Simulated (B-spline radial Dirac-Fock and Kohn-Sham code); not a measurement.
**Dipole and non-dipole photoemission parameters of Kr 2p3/2**

System: the free krypton atom, configuration [Ar] 3d10 4s2 4p6; threshold 1678.4 eV (tabulated edge). Model: Dirac-Hartree-Slater photoionisation with a Latter tail; cross sections with all multipoles, angular parameters from the dipole term and its interference with E2. Program: a radial atomic solver.

Input of the calculation (task.json; shells as n, l, electrons):

```json
{"items": [{
  "Z": 36,
  "q": 0,
  "cfg": [[1, 0, 2], [2, 0, 2], [2, 1, 6], [3, 0, 2], [3, 1, 6], [3, 2, 10], [4, 0, 2], [4, 1, 6]],
  "A": 84,
  "rrms": 4.1884,
  "do": "xps",
  "hv": [71.2, 75.2, 137.0, 139.0, 144.0, 150, 241.0, 345.0, 356.0, 400, 456.0, 554.0, 600, 800, 856.0, 1040.0, 1080.0, 1253.6, 1486.9, 1680.0, 2800.0, 3300.0, 4500.0, 4750.0, 6000, 6620.0, 7100.0, 9750.0, 10900.0, 15000],
  "edges": {"K": 14326.0, "L1": 1921.0, "L2": 1730.9, "L3": 1678.4, "M1": 292.8, "M2": 222.2, "M3": 214.4, "M4": 95.0, "M5": 93.8}
}]}
```

Launch: `python xray2_run.py task.json out`

```
hν (eV)  σ (kb)      β      γ      δ
   2800    96.6  1.469  0.248  0.030
   3300    60.9  1.469  0.445  0.037
   4500       ?      ?      ?      ?
   4750    21.0  1.395  0.853  0.058
   6000    10.3  1.316  1.096  0.076
   6620    7.60  1.278  1.193  0.086
   7100    6.10  1.249  1.259  0.094
   9750    2.21  1.102  1.532  0.137
  10900    1.53  1.047  1.620  0.156
  15000   0.528  0.881  1.835  0.223
```

**Question.** Give the values at 4500 eV.

**Answer.** σ = 24.7 kb, β = 1.411, γ = 0.795, δ = 0.054.
